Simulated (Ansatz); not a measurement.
Problem. Name a neutral molecule of C, F, Se, Zn and H with HOMO–LUMO gap (B3LYP/def2-TZVPP) between 5.75 and 6.05 eV and LUMO energy (ωB97M-V/def2-TZVPP) between 0.50 and 0.80 eV (Ansatz, PBE0-D4/def2-TZVP geometry).

Solution. `[CH3][Zn][Se]C(F)(F)F` (5.78 eV, 0.63 eV). Other molecules can fit too; these were computed, each in one conformer that needn't be the lowest.

B3LYP here is the variant with VWN-RPA as its local correlation; programs differ in this.
